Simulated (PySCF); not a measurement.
## Dipole moment and polarisability of `CCOC(F)(F)CF`

C₄H₇F₃O.
SMILES with atom numbers: `[CH3:1][CH2:2][O:3][C:4]([F:5])([F:6])[CH2:7][F:8]` (hydrogens: H9, H10, H11 on C1; H12, H13 on C2; H14, H15 on C7)

Structure used (GFN2-xTB), in Å, numbered top down from 1:
```xyz
15
C4H7F3O angstrom
C     -2.4004   -0.3233    0.0309
C     -1.1754    0.5582   -0.1071
O     -0.0093   -0.2787    0.0596
C      1.1722    0.3414   -0.0328
F      1.3203    0.9761   -1.2346
F      1.2871    1.3532    0.8791
C      2.2885   -0.6881    0.1677
F      3.5124   -0.1034    0.0835
H     -2.4135   -0.7926    1.0100
H     -3.2953    0.2800   -0.0884
H     -2.3895   -1.1001   -0.7276
H     -1.1634    1.3380    0.6615
H     -1.1354    1.0265   -1.0960
H      2.1845   -1.1327    1.1610
H      2.2127   -1.4466   -0.6160
```

Level: B3LYP/def2-SVPD (PySCF), static field, nuclei fixed, core orbitals frozen in the response. The polarisability tensor in these axes (au):

```
x   68.31  0.16  0.23
y    0.16 53.97 -0.45
z    0.23 -0.45 51.53
```

Task: Give the principal values, the mean and the anisotropy Δα = √{½[(α1 − α2)² + (α2 − α3)² + (α1 − α3)²]}.

Result: Principal values 51.45, 54.05 and 68.31 au; mean 57.94 au = 8.59 Å³ = 9.55 × 10⁻⁴⁰ C²·m²/J; Δα = 15.73 au (27 % of the mean).

Task: What is the dipole moment, and where does it point?

Result: (-2.80, -1.51, 0.23) D, 3.19 D in size, pointing from the negative to the positive side. Measured along this direction, the outermost atoms are F8 at the negative end and H10 at the positive end.

Task: Along which axes do the principal values lie, and how far do the nuclei extend along each?

Result: Largest value along (1.00, 0.01, 0.01), where the nuclei span 6.80 Å; middle along (-0.01, 0.98, -0.18), 2.55 Å; least along (-0.01, 0.18, 0.98), 2.15 Å. The response follows the extents in order.

Task: Find the Langevin capture rate constant for NH4+ (18.034 u) meeting this molecule (128.045 u), k = 2.342 × 10⁻⁹ cm³/s × √(α in Å³ / reduced mass in u).

Result: The reduced mass is 15.81 u, so k = 1.73 × 10⁻⁹ cm³/s. The formula leaves out the permanent dipole, which adds to the capture rate.

Task: In TDDFT the mean static polarisability is Σ f/ω² over all singlet excitations (ω in hartree). How much of it do the 8 lowest give? Their energies (eV) and oscillator strengths: 8.26, 0.0008; 8.79, 0.0004; 9.06, 0.0103; 9.13, 0.0122; 9.41, 0.0014; 9.50, 0.0191; 9.50, 0.0236; 9.52, 0.0204.

Result: They add up to 0.74 au, 1.3 % of the 57.94 au; the largest single term is 0.19 au, from the state at 9.50 eV. Terms in order: 0.01, 0.00, 0.09, 0.11, 0.01, 0.16, 0.19, 0.17 au. Higher excitations give the rest. The strengths listed sum to 0.088.

Task: Refractivity n − 1 of an ideal gas of it at 298.15 K and 1 atm, from the electronic α?

Result: N = p/kT = 2.4615 × 10¹⁹ cm⁻³, so n − 1 = 2π × N × 8.59 × 10⁻²⁴ cm³ = 1328 × 10⁻⁶ at long wavelengths, for an ideal gas.

One conformer (not necessarily the lowest) at the GFN2-xTB geometry, without solvent, vibrations or thermal averaging.
